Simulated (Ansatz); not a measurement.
F2Se (SMILES F[Se]F) moved off its minimum; all values from Ansatz (a quantum-chemistry and plane-wave program), cores frozen in correlated methods.
(charge 0, multiplicity 1)
```xyz
3

Se     0.12768    -0.05230     0.41015
F      0.48547     1.18426    -0.70717
F     -0.75859    -0.99853    -0.63888
```

Forces at MP2/aug-cc-pVTZ (eV/Å):

| atom | Fx | Fy | Fz |
|---|---|---|---|
| Se1 | 1.036 | 0.551 | 2.226 |
| F2 | 0.227 | 0.794 | -0.725 |
| F3 | -1.263 | -1.345 | -1.501 |

**Question.** Give the forces (eV/Å), the total energy and the dipole at CCSD(T)/aug-cc-pVTZ.

**Answer.** 
```
atom      Fx      Fy      Fz
----  ------  ------  ------
Se1    1.048   0.543   2.279
F2     0.212   0.782  -0.751
F3    -1.260  -1.325  -1.528
```
Energy -2599.5071 hartree, dipole 1.62 D.
